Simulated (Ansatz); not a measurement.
Appearance energy of a fragment ion: C4H11AlO → [C4H9]+ + AlH2O + e⁻

Species: C4H11AlO `CC(C)(C)[O][AlH2]`, singlet; [C4H9]+ `C[C+](C)C`, singlet; AlH2O `[O][AlH2]`, doublet. 

Shapes, held fixed at every level: PBE0-D4/def2-TZVP. Flexible molecules stand in one conformer, not always the lowest. Programs: Ansatz 0.2.0. Electronic energies: no zero-point or thermal term.

```tsv
level	kind	ΔE (eV)	less CCSD(T)/CBS estimate
PBE0-D4/def2-TZVPP	global hybrid	+10.93	-0.39
r2SCAN0-D4/def2-TZVPP	global hybrid	+10.83	-0.49
wB97X-V/def2-TZVPP	range-separated hybrid	+11.01	-0.31
CCSD/def2-SVP	coupled cluster or CI	+10.99	-0.33
CCSD(T)/def2-TZVPP	coupled cluster or CI	+11.15	-0.17
CCSD/def2-TZVPP	coupled cluster or CI	+10.99	-0.33
CCSD(T)/CBS estimate	coupled cluster or CI	+11.32	0.00
```

The highest level, CCSD(T)/CBS estimate, gives ΔE = +11.32 eV; the levels span +10.83 to +11.32. The column of differences is taken from that level and isn't an error. No measured value is set beside it here. Open shells run unrestricted unless RO is named. The CBS estimate extrapolates MP2 from def2-TZVPP and def2-QZVPP and adds CCSD(T) − MP2 in the triple-zeta set, cores frozen. The onset seen in experiment also holds zero-point changes and kinetic shifts.
